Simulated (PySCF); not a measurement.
Match the calculated data to a structure.

All candidates are C5H9NO.

| technique | computed result |
| --- | --- |
| NMR, other nuclei | isotropic shieldings of nuclei other than C and H, by class: 153 (1 N), -64 (1 O) ppm [GIAO PBE0/pcSseg-1] |
| 1H NMR | chemical shifts (computed TMS as zero) by class: 6.72 (1 H), 6.62 (1 H), 6.01 (1 H), 3.19 (3 H), 3.05 (3 H) ppm [GIAO PBE0/pcSseg-1] |
| 13C NMR | chemical shifts (computed TMS as zero) by class: 168.4 (1 C), 137.0 (1 C), 136.7 (1 C), 37.7 (1 C), 35.3 (1 C) ppm [GIAO PBE0/pcSseg-1] |
| Dipole | 3.79 D [PBE0/pcSseg-1] |
| Rotational structure | rotational constants A, B, C: 4.712, 2.043, 1.471 GHz [GFN2-xTB] |

The electronic properties come from PySCF, for the isolated species, density fitting. Levels stand in brackets. The structure is a single GFN2-xTB conformer in the gas phase; no vibrational or solvent corrections. NMR classes are plain means over equivalent atoms (diastereotopic ones count apart unless rotation or inversion swaps them), as if these changed places fast.

Question: Which candidate is it?
A. `C=C(CC)C(N)=O`
B. `CC(=O)NC1CC1`
C. `C=CC(=O)N(C)C`

Answer: C. It is `C=CC(=O)N(C)C`. Numbering: `[CH2:1]=[CH:2][C:3](=[O:4])[N:5]([CH3:6])[CH3:7]`. Its formula, C5H9NO, gives 2 degrees of unsaturation: 0 rings and 2 π bonds in the structure found. 5 carbons fall into 5 classes; from least to most shielded: amide carbonyl carbon [C3] (168.4 ppm), alkene CH carbon [C2] (137.0 ppm), terminal =CH2 carbon [C1] (136.7 ppm), N-methyl carbon [C6] (37.7 ppm), N-methyl carbon [C7] (35.3 ppm). Hydrogen classes from least to most shielded: 1 H on a terminal =CH2 carbon, C1 (6.72 ppm), 1 H on an alkene CH carbon, C2 (6.62 ppm), 1 H on a terminal =CH2 carbon, C1 (6.01 ppm), 3 H on an N-methyl carbon, C7 (3.19 ppm, a mean of values up to 2.7 ppm apart in this geometry), 3 H on an N-methyl carbon, C6 (3.05 ppm, a mean of values up to 0.6 ppm apart in this geometry). The other shieldings belong to: 153 ppm, amide nitrogen [N5]; -64 ppm, amide oxygen [O4]. The optimised geometry has point group C1 and is an asymmetric top.

The others, at the same levels:
- `C=C(CC)C(N)=O` fails: its computed 13C shifts are 172.4 (1 C), 159.7 (1 C), 121.3 (1 C), 34.5 (1 C), 20.3 (1 C) ppm, 1H shifts are 5.61 (1 H), 5.56 (1 H), 5.24 (1 H), 4.46 (1 H), 2.25 (2 H), 1.52 (3 H) ppm and rotational constant A is 3.987 GHz (against 4.712 GHz).
- `CC(=O)NC1CC1` fails: it has 4 carbon classes against 5; its computed 13C shifts are 168.4 (1 C), 25.0 (1 C), 24.5 (1 C), 7.3 (2 C) ppm, 1H shifts are 3.84 (1 H), 3.63 (1 H), 1.84 (3 H), 0.71 (2 H), 0.16 (2 H) ppm and rotational constant A is 6.655 GHz (against 4.712 GHz).

Each candidate is one conformer, not necessarily the lowest. The conformers computed, where there is a choice (atom-mapped SMILES and torsion angles):
- `[CH2:1]=[CH:2][C:3](=[O:4])[N:5]([CH3:6])[CH3:7]`: C1–C2–C3–O4 28°, C2–C3–N5–C6 4°
- `[CH2:1]=[C:2]([CH2:3][CH3:4])[C:5]([NH2:6])=[O:7]`: C1–C2–C3–C4 96°, C1–C2–C5–N6 40°, H–N6–C5–C2 3°, H–N6–C5–C2 180°
- `[CH3:1][C:2](=[O:3])[NH:4][CH:5]1[CH2:6][CH2:7]1`: C1–C2–N4–C5 180°, C2–N4–C5–C6 -145°
